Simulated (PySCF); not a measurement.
CH₃AlCl, SMILES [Al]([Cl])[CH3], multiplicity 2.

Geometry optimised at ωB97X-D3(BJ)/def2-TZVP. The multiplicity is an assumed one; other spin states were not compared. The isomer is the one that the SMILES or the coordinates give; other isomers of the formula were not compared.

The numbers are results of r2SCAN/def2-TZVPD run with PySCF, not measurements.

Isolated molecule, no solvent.

The total energy is -742.53265 hartree. The point group is Cs and the α spin, highest occupied and lowest empty level is -5.06 and -2.25 eV. The β spin, highest occupied and lowest empty level comes out as -7.74 and -2.84 eV and the dipole moment comes out as 1.96 D. The quadrupole, principal values (traceless, Buckingham form, about the centre of nuclear charge) is -2.61, -1.15, 3.76 D·Å. The mean static polarisability is 64.9 bohr³ (9.62 Å³), the polarisability, principal values is 58.2, 62.2, 74.4 bohr³ and the ⟨S²⟩ is 0.754 (pure state 0.75).
